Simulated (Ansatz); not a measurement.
One change: `C=C(N)[SiH3]` becomes `C=C([SiH3])[SiH3]`.

Ansatz, PBE0-D4/def2-TZVP geometries, multiplicity 1. Each molecule was computed in one conformer, which needn't be the lowest.

```json
{"property": "HOMO energy (PBE0/def2-TZVPP) / eV", "`C=C(N)[SiH3]`": "-6.25"}
{"property": "LUMO energy (PBE/def2-TZVPP) / eV", "`C=C(N)[SiH3]`": "-0.75"}
{"property": "size of the dipole moment (B3LYP/def2-TZVPP) / D", "`C=C(N)[SiH3]`": "1.48"}
{"property": "HOMO energy (B3LYP/def2-TZVPP) / eV", "`C=C(N)[SiH3]`": "-6.04"}
{"property": "size of the dipole moment (PBE/def2-TZVPP) / D", "`C=C(N)[SiH3]`": "1.56"}
{"property": "HOMO–LUMO gap (PBE0/def2-TZVPP) / eV", "`C=C(N)[SiH3]`": "6.44"}
```

(1) Give the same properties after the change, and the shifts. (Best estimate.)

Results:

(1) Ansatz gave: 
```tsv
property	`C=C([SiH3])[SiH3]`	shift
HOMO energy (PBE0/def2-TZVPP) / eV	-8.14	-1.89
LUMO energy (PBE/def2-TZVPP) / eV	-1.92	-1.17
size of the dipole moment (B3LYP/def2-TZVPP) / D	0.84	-0.64
HOMO energy (B3LYP/def2-TZVPP) / eV	-7.91	-1.87
size of the dipole moment (PBE/def2-TZVPP) / D	0.81	-0.75
HOMO–LUMO gap (PBE0/def2-TZVPP) / eV	7.22	0.78
```

With PBE0 the HOMO falls by 1.89 eV and the LUMO falls by 1.11 eV, so the gap widens by about 0.78 eV. PBE moves the HOMO by -1.92 eV and ωB97M-V by -1.87 eV. Dipoles are sizes alone; their direction can turn.

B3LYP here is the variant with VWN-RPA as its local correlation; programs differ in this.
